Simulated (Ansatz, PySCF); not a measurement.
System: GaH$_{2}$ (charge +1, singlet). 
Coordinates optimised at B3LYP-D3(BJ)/def2-TZVP (Ansatz, a first-principles code):
```xyz
3

Ga     0.0000     0.0000     0.0000
H      0.0000     0.0000     1.5293
H      0.0000     0.0000    -1.5293
```
Charge +1, spin multiplicity 1.

Total electronic energies in hartree. Cores are frozen in the correlated levels unless marked. Spin-orbit coupling is left out. The frozen core is the preceding noble-gas configuration, with the filled d and f shells of earlier blocks. No relativistic terms. Basis-set limits of correlation are two-point, X^-3; Hartree-Fock from the larger set (for Q and 5 zeta extrapolated as (X+1)exp(-9√X)).

```tsv
level	program	energy (Eh)
revPBE-D4/def2-TZVPD	Ansatz + dftd4	-1925.59600
TPSS-D3(BJ)/def2-TZVPD	PySCF + dftd3	-1925.72724
RI-MP2/aug-cc-pVQZ	Ansatz	-1924.22434
RI-MP2/def2-TZVPP	Ansatz	-1924.17935
RI-MP2/CBS(cc-pVTZ,cc-pVQZ)	Ansatz	-1924.2268
CCSD/CBS(def2-TZVPP,def2-QZVPP)	Ansatz	-1924.2401
CCSD(T)/aug-cc-pVQZ	Ansatz	-1924.23985
CCSD(T)/CBS(aug-cc-pVTZ,aug-cc-pVQZ)	Ansatz	-1924.2415
CCSD(T)/CBS(cc-pVQZ,cc-pV5Z)	Ansatz	-1924.2415
```

Totals of different functionals don't rank their quality; only differences between species are comparable.
